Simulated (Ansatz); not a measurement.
(LiH)n: PBE0-D4/def2-TZVP single points in Ansatz on relaxed structures, gas phase. Each cluster is the lowest isomer that a short search found in that spin, judged at the geometry's level, and lower ones may exist. Binding counts from free atoms in the multiplicity of their measured ground term, without zero-point energy. Singlets are spin-restricted. A dash marks a value that wasn't run or was left out as unsound. The structures are stationary points that may keep the symmetry of their start. Remarks come from the PBE and PBE0 runs and from stability tests at other levels; not every state was tested. HOMO above LUMO (over both spins in singlets and doublets, within one spin in higher multiplets; at PBE or PBE0), or a gap under 0.15 eV within one spin, warns that the state may not be the lowest or that an electron is smeared out.

```tsv
species	atoms	state	geometry	HOMO (eV)	LUMO (eV)	gap (eV)	vertical IE (eV)	vertical triplet (eV)	binding per atom (eV)	lowest of the spins relaxed	point group (within 0.1 Å)	remarks
(LiH)2 ring (Li2H2)	4	singlet	PBE-D4/def2-TZVP	-5.81	-0.39	5.43	8.19	4.08	1.66	–	D2h	–
(LiH)3 ring (Li3H3)	6	singlet	r2SCAN-D4/def2-TZVP	-6.49	-0.17	6.32	8.65	4.84	1.83	–	D3h	gap within one spin near zero at PBE or PBE0 (+1 doublet), HOMO above LUMO (+1 doublet), gap within one spin near zero at PBE or PBE0 (triplet), HOMO above LUMO (triplet)
(LiH)4 cube (Li4H4)	8	singlet	PBE-D4/def2-TZVP	-6.49	-0.27	6.23	8.53	4.99	1.94	–	Td	gap within one spin near zero at PBE or PBE0 (+1 doublet), gap within one spin near zero at PBE or PBE0 (triplet)
Li5H5	10	singlet	r2SCAN-D4/def2-TZVP	-6.14	-0.46	5.68	8.09	–	1.95	singlet, of singlet/triplet/quintet	Cs	gap within one spin near zero at PBE or PBE0 (+1 doublet), HOMO above LUMO (+1 doublet)
Li7H7	14	singlet	PBE-D4/def2-TZVP	-6.31	-0.69	5.63	8.05	4.51	2.01	–	–	gap within one spin near zero at PBE or PBE0 (+1 doublet), HOMO above LUMO (+1 doublet), gap within one spin near zero at PBE or PBE0 (triplet), HOMO above LUMO (triplet)
Li8H8	16	singlet	r2SCAN-D4/def2-SVP	-6.42	-0.69	5.73	8.07	4.66	2.06	–	–	gap within one spin near zero at PBE or PBE0 (+1 doublet), HOMO above LUMO (+1 doublet), gap within one spin near zero at PBE or PBE0 (triplet), HOMO above LUMO (triplet)
```

The gap (eV) runs from 5.43 ((LiH)2 ring) to 6.32 ((LiH)3 ring). It doesn't follow size steadily. The vertical IE (eV) runs from 8.05 (Li7H7) to 8.65 ((LiH)3 ring). It doesn't follow size steadily. The vertical triplet (eV) runs from 4.08 ((LiH)2 ring) to 4.99 ((LiH)4 cube). It doesn't follow size steadily. The binding per atom (eV) runs from 1.66 ((LiH)2 ring) to 2.06 (Li8H8). It rises with size.
